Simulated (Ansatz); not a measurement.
This triplet lies 0.23 eV above the relaxed singlet at the level B3LYP/cc-pVTZ // PBE0-D3(BJ)/def2-TZVP (Ansatz, a program for electronic structure); other levels give the other order.

A geometry relaxed with PBE0-D3(BJ)/def2-TZVP (Ansatz), charge 0, multiplicity 3:

```xyz
7

H     -0.3254     1.6039    -0.3393
F     -1.6919    -1.3886    -0.0028
C     -1.4774    -0.1171    -0.2005
H      1.0032    -1.1161     0.3514
C     -0.2767     0.5390    -0.1384
H      1.8371     0.5341     0.1792
C      0.9312    -0.0553     0.1503
```

Problem. Write the SMILES of this molecule.

Solution. `C=C[C]F`
